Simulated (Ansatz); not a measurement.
C$_{2}$H$_{10}$Si$_{3}$, SMILES `C[Si@H]1C[Si@@H]1[SiH3]`, relaxed with RKS PBE0-D4/def2-TZVP in Ansatz from a PBE-D4/def2-SVP geometry. The force threshold is 0.005 eV/Å; the program also tests the step.

Total charge 0; spin multiplicity 1.

Start:

```xyz
15

C    -0.604   -1.926    0.147
Si   -0.474   -0.113    0.609
C     0.849    0.489    1.736
Si    1.639    1.180    0.055
Si   -0.249    1.354   -1.551
H    -1.198   -2.473    0.908
H     0.406   -2.375    0.090
H    -1.102   -2.044   -0.836
H    -1.786    0.602    0.766
H     1.496   -0.278    2.198
H     0.567    1.286    2.447
H     2.058   -0.206   -0.484
H    -0.928    2.677   -1.321
H     0.675    1.418   -2.741
H    -1.350    0.410   -2.024
```

(1) By how much does the energy fall, and how many steps does the optimiser take? (An estimate is asked.)

(2) Which bonds change most? (Best estimate.)

(3) Give the relaxed structure. (Estimate.)

## Answers

(1) The calculation gave: 1.38 kcal/mol, in 8 steps.

(2) Ansatz gave: Si2–Si4 from 2.539 to 2.494 Å; C3–Si4 from 1.982 to 1.953 Å; Si4–H12 from 1.545 to 1.524 Å.

(3) Computed: 
```xyz
15

C    -0.597   -1.899    0.141
Si   -0.460   -0.103    0.593
C     0.843    0.476    1.724
Si    1.610    1.188    0.074
Si   -0.259    1.336   -1.541
H    -1.174   -2.434    0.901
H     0.396   -2.347    0.074
H    -1.101   -2.018   -0.821
H    -1.764    0.588    0.763
H     1.482   -0.288    2.160
H     0.568    1.246    2.439
H     2.039   -0.167   -0.477
H    -0.913    2.655   -1.345
H     0.685    1.359   -2.690
H    -1.355    0.409   -1.994
```
